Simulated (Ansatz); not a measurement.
A CCSD(T) single point on F₃H₄NO₂Si₂ (`O[SiH](F)N[Si](O)(F)F`).

```yaml
crystal:
  periodic: [false, false, false]
  atoms:
    - {symbol: O, position_ang: [-2.208271, 0.444417, -1.358222]}
    - {symbol: Si, position_ang: [-1.048159, 0.767374, -0.265902]}
    - {symbol: F, position_ang: [-1.508305, 0.382689, 1.219700]}
    - {symbol: N, position_ang: [0.260363, -0.245672, -0.671739]}
    - {symbol: Si, position_ang: [1.548080, -0.765934, 0.307947]}
    - {symbol: O, position_ang: [1.312084, -0.343499, 1.846132]}
    - {symbol: F, position_ang: [1.735433, -2.324883, 0.114329]}
    - {symbol: F, position_ang: [2.929691, -0.137935, -0.122278]}
    - {symbol: H, position_ang: [-2.920235, 1.073963, -1.477253]}
    - {symbol: H, position_ang: [-0.750130, 2.210254, -0.199388]}
    - {symbol: H, position_ang: [0.218602, -0.625188, -1.608568]}
    - {symbol: H, position_ang: [0.430848, -0.435576, 2.215232]}
basis:
  gaussian: {orbitals: def2-TZVPP}
correlation: {method: ccsd_t}
```

```sh
$ ansatz run in.yaml --threads 2 --pin off --events-out ev --progress --plain --max-ram 31744MiB --backend cuda --devices 0, --max-vram 18GiB
```

Log, shortened:

```
Functional definition: HF
2023 factors; integrals over basis functions are off by at most 1.1e-3 eV
mean field evaluation 1: about -29472.3432 eV, gradient 6.6e1 eV
mean field evaluation 2: about -29472.6855 eV, gradient 6.7e1 eV
mean field evaluation 4: about -29479.7938 eV, gradient 3.8e0 eV
mean field evaluation 8: about -29479.8765 eV, gradient 3.3e-1 eV
mean field -29479.87679265 eV, -1083.3654899515 hartree, gradient 2.8e-6 eV, S^2 0.000000; 0 other end points of the search recorded, 0 dependent functions left out
16 core orbitals not correlated: weight in the atoms' cores, before any rotation towards them, 1.000 or more for the frozen orbitals, at most 0.000 for the correlated occupied ones
reference -29479.87679265 eV, -1083.3654899515 hartree; 25, 25 occupied and 285, 285 virtual orbitals, 2023 factors
second order -45.06862208 eV of doubles, -0.00000000 eV of singles
cycle   1  -44.55366231 eV  change    5.1e-1 eV  update   1.3e-1
cycle   2  -45.40986198 eV  change   -8.6e-1 eV  update   3.5e-2
cycle   3  -45.60603045 eV  change   -2.0e-1 eV  update   1.7e-2
cycle   4  -45.57835496 eV  change    2.8e-2 eV  update   3.4e-3
cycle   5  -45.57523034 eV  change    3.1e-3 eV  update   1.4e-3
cycle   6  -45.57656558 eV  change   -1.3e-3 eV  update   4.0e-4
cycle   7  -45.57638700 eV  change    1.8e-4 eV  update   1.4e-4
cycle   8  -45.57625542 eV  change    1.3e-4 eV  update   3.9e-5
cycle   9  -45.57625391 eV  change    1.5e-6 eV  update   1.4e-5
perturbative correction -1.47282318 eV, -0.0541252534 hartree
Total energy: -29526.92586973 eV, -1085.0945116433 hartree
```

It took 8 s on 2 threads of an AMD EPYC 7R13 on a shared host and a share of an NVIDIA H100 80 GB, with 1.4 GiB of host memory at the peak.

MP2 recovers 95.8 % of the CCSD(T) correlation energy and the triples give 3.1 %; T1 = 0.0115.
